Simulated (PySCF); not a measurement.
## Two-component Hartree-Fock for F³⁺ (fluorine, charge +3)

Start: [He] 2s2 2p2; 2p3/2 filled at m_j = +1/2, +3/2. Calculated with PySCF 2.14 in x2c-TZVPall-2c (5s3p2d1f, 31 functions): generalised Hartree-Fock with the X2C-1e Hamiltonian and a Gaussian nucleus; one run each with spin-orbit coupling (SO) switched off, then screened by Boettger's factors. This is a chosen level, not necessarily the ground level.

```
spinor shell  electrons  ε, spin-free (eV)  ε, screened SO (eV)  weight of nominal j (screened SO)  rms radius, screened SO (bohr)
       1s1/2          2            -796.42              -796.43                              1.000                           0.203
       2s1/2          2            -102.23              -102.24                              1.000                           0.958
       2p3/2          2            -88.016              -88.003                              0.827                           0.908
```

```
   quantity  spin-free  screened SO
E (hartree)  -95.40618    -95.40508
        M_J          2            2
       ⟨J²⟩      6.003        6.003
       ⟨L²⟩      2.001        2.002
       ⟨S²⟩      2.002        2.002
```

Each row is a mean over spinors that exchange with the open shell spreads, by up to 12.068 eV (2s1/2).

Rows whose weight is well below 1 are mixtures of j = l ± 1/2: exchange outweighs spin-orbit coupling there, and the label is only the starting occupation.

Without spin-orbit coupling the j labels of p, d and f shells carry no meaning; the spin-free column gives the mean over the occupied spinors of each nl shell.
